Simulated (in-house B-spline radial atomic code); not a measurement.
Computed with a B-spline radial atomic code. Model: two electrons, singlet ground state, non-relativistic, full CI in B-splines with partial waves to l = 8 (at full coupling up to 3e-4 hartree above the limit, correlation up to 0.6 % small), density held at that of full coupling by Lieb maximisation.

Along the adiabatic connection the electron repulsion is scaled by a coupling λ while a local potential keeps the density fixed. At λ = 0 the system is the Kohn-Sham one and W equals the exchange energy; the exchange-correlation energy is the area under W between 0 and 1. The kinetic energy rises with λ as the electrons avoid each other, with dT/dλ = −λ dW/dλ.

Command:
```bash
python run_ac.py task.json out
```
Settings (lengths in bohr, energies in hartree):
```
potential              ball
strength               1
lmax                   8
wall_radius            0.964
```

Cost of the run: 2.4 s on 1 thread of Intel(R) Xeon(R) Processor @ 2.30GHz, with other jobs on the host.

**W = mean repulsion less Hartree energy, and W of three functionals.**

Given: confinement empty hard sphere; hard wall radius 0.964 bohr; external potential zero inside.

Computed: LDA exchange minus exact 244.08 millihartree; PBE exchange minus exact 76.661 millihartree.

| coupling | W xc (hartree) | W xc minus exchange (millihartree) | kinetic minus Kohn-Sham (millihartree) | LDA (PW92) W minus its exchange (millihartree) | PBE W minus its exchange (millihartree) | SCAN W minus its exchange (millihartree) |
| --- | --- | --- | --- | --- | --- | --- |
| 0 | -1.8248 | 0 | 0 | 0 | 0 | 0 |
| 0.02 | -1.827 | -2.226 | 0 | -13.54 | -4.08 | -1.96 |
| 0.05 | -1.8303 | -5.543 | 0.1 | -28.31 | -9.97 | -4.86 |
| 0.12 | ? | ? | ? | ? | ? | ? |
| 0.25 | ? | ? | ? | ? | ? | ? |
| 0.4 | -1.867 | -42.247 | 8.3 | -131.87 | -67.35 | -36.41 |
| 0.6 | -1.8865 | -61.678 | 18 | -172.85 | -94.54 | -53.05 |
| 0.8 | -1.9049 | -80.075 | 30.9 | -207.9 | -119.12 | -68.85 |
| 1 | -1.9223 | -97.503 | 46.5 | -238.82 | -141.64 | -83.9 |
| 1.4 | -1.9545 | -129.69 | 85 | -291.92 | -181.87 | -112.02 |
| 2 | -1.9969 | -172.13 | 156.9 | -356.88 | -233.3 | -149.97 |
| 3 | -2.0551 | -230.3 | 301.1 | -440.97 | -302.74 | -204.14 |
| 4.5 | -2.121 | -296.23 | 545.7 | -534 | -382.51 | -269.56 |
| 7 | -2.1957 | -370.95 | 968.4 | -641.47 | -477.6 | -350.22 |
| 10 | -2.2535 | -428.73 | 1453.3 | -729.2 | -556.99 | -417.85 |

(1) What belongs in the row 0.12?

(2) What belongs in the row 0.25?

(3) What is the SCAN exchange minus exact?

**Energy parts, natural occupations and partial-wave weights.**

Computed: total energy 12.4084 hartree; kinetic part of the DFT correlation energy 0.046521 hartree; initial slope twice GL2 -0.11164 hartree; kinetic part over minus potential part 0.47712; Hartree energy 3.6496 hartree; Kohn-Sham kinetic 10.635 hartree; Lieb Oxford ratio E_xc over LDA exchange 1.1867.

| natural | occupation of the shell (electrons) |
| --- | --- |
| s | 1.9931 |
| p | 0.006379 |
| d | 0.00028267 |
| s | ? |
| f | 3.7918e-05 |
| p | 2.9441e-05 |

(4) What belongs in the row s?

```json
{"wave": "s", "weight": "0.99662"}
{"wave": "p", "weight": "0.003205"}
{"wave": "d", "weight": "0.00014521"}
{"wave": "f", "weight": "?"}
{"wave": "g", "weight": "4.6291e-06"}
```

(5) What belongs in the row f?

(6) What is the correlation energy?

(7) What is the exchange energy?

Results:

(1) W xc (hartree): -1.8379; W xc minus exchange (millihartree): -13.172; kinetic minus Kohn-Sham (millihartree): 0.8; LDA (PW92) W minus its exchange (millihartree): -55.57; PBE W minus its exchange (millihartree): -22.89; SCAN W minus its exchange (millihartree): -11.47.

(2) W xc (hartree): -1.8517; W xc minus exchange (millihartree): -26.953; kinetic minus Kohn-Sham (millihartree): 3.3; LDA (PW92) W minus its exchange (millihartree): -95.06; PBE W minus its exchange (millihartree): -44.7; SCAN W minus its exchange (millihartree): -23.32.

(3) -17.994 millihartree.

(4) occupation of the shell (electrons): 0.000148.

(5) weight: 2.0191e-05.

(6) -0.050982 hartree.

(7) -1.8248 hartree.

Half-way to full coupling W has made 53 % of its drop, against 50 % for a straight line, and second-order (GL2) theory, half the initial slope, overshoots the correlation energy by about 9 %: a moderate bend, as in light atoms. Over couplings 0 to 1 the errors in E_xc come to about +151 millihartree for LDA, +50 millihartree for PBE, -11 millihartree for SCAN, so SCAN is nearest. In LDA and PBE and SCAN the errors of exchange and correlation have opposite signs, so the sum is smaller than the larger of the two.
